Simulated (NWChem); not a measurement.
**Basis-set convergence for H2FNSi**

```xyz
5

Si    -0.1471    -0.6281     0.0000
F     -1.1920     0.6444     0.0000
N      1.3131     0.2688     0.0000
H      1.3676     1.2848     0.0000
H      2.2273    -0.1719     0.0000
```
Charge 0, spin multiplicity 1.

Program: NWChem. All single points use one geometry, from PBE0/def2-SVP, a minimum by its harmonic frequencies. It is one conformer; others weren't searched.

Quantity: vertical ionisation energy at the level ΔHF (Δ: difference of total energies, the cation a doublet at the parent's geometry with its hole in an orbital of symmetry a' (Cs labels); it is the state that the SCF runs reached, from PBE0 orbitals for Hartree-Fock references, and need not be the lowest).

The Pople sets run with spherical d functions. The structure started from a generated list of species. The stability of the SCF solutions was not checked. Open-shell Hartree-Fock references start from PBE0 orbitals; any time given for them includes that run.

The cost column gives rough processor time relative to STO-3G; each entry includes its own SCF.

```tsv
basis	functions	vertical ionisation energy (eV)	relative cost
STO-3G	21	5.93	1
3-21G	35	8.92	under 3
cc-pVDZ	56	8.86	under 3
pcseg-1	56	8.98	under 3
6-31+G*	62	8.97	under 3
aug-cc-pVDZ	91	8.92	5
aug-pcseg-1	91	8.92	4
cc-pVTZ	122	8.85	9
def2-QZVP	244	8.87	300
```

Smallest basis within 0.2 eV of def2-QZVP, the largest set run: 3-21G, with 35 functions against 244 and about 0.4 % of the time (also within reach: cc-pVDZ, pcseg-1, 6-31+G*, aug-cc-pVDZ, aug-pcseg-1, cc-pVTZ). def2-QZVP isn't the basis-set limit itself, and a small set can land close by cancellation.
